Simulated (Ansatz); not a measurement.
Gas-phase electronic energies from Ansatz, PBE0-D4/def2-TZVP geometries. CBS: MP2 limit from def2 TZ/QZ plus the TZ coupled-cluster correction, frozen cores. This one scheme is used for every species. Functionals use def2-TZVPP. B3LYP here is the variant with VWN-RPA as its local correlation; programs differ in this. HSE06 is defined as in plane-wave codes. def2 core potentials past Kr. For Cd outer-core shells are correlated without core-valence functions, which leaves a few kJ/mol of doubt a bond. One conformer a species, not always the lowest.

`[SiH]O[SiH3]` + `[NH2][Cd][OH]` → `[NH2][Cd][O][SiH3]` + `O[SiH]`  (ligand exchange at the Si–O bond)

Question: Is it downhill or uphill in electronic energy at CCSD(T)/CBS, and by how much? (Estimate.)

Answer: Ansatz gave: Downhill: ΔE = -0.15 eV.

Question: What do these levels give: PBE-D4, revPBE-D4, BLYP-D4, r2SCAN-D4, PBE0-D4, B3LYP-D4, HSE06-D4, ωB97X-V, B2PLYP, r2SCAN, r2SCAN0, CAM-B3LYP? (Best estimate.)

Answer: The calculation gave: PBE-D4 -0.12, revPBE-D4 -0.12, BLYP-D4 -0.09, r2SCAN-D4 -0.17, PBE0-D4 -0.16, B3LYP-D4 -0.12, HSE06-D4 -0.16, ωB97X-V -0.18, B2PLYP -0.16, r2SCAN -0.17, r2SCAN0 -0.19, CAM-B3LYP -0.16 eV.

Question: What do rigid-rotor, harmonic-oscillator terms from PBE0-D4/def2-TZVP frequencies (298.15 K, 1 bar) make of the CCSD(T)/CBS value? (An estimate is asked.)

Answer: Computed: ΔZPE = +0.02 eV, ΔH = -0.13 eV, ΔS = 10 J/(mol·K), ΔG = -0.16 eV. Modes under 50 cm⁻¹ make the entropy rough.

Largest T1 diagnostic among the species: 0.016.

From BLYP to BHLYP (50 % exact exchange), in def2-TZVPP and without D4, ΔE moves by −0.06 eV. At CCSD(T), def2-SVP lies −0.12 eV from the extrapolated value and def2-TZVPP −0.04 eV.
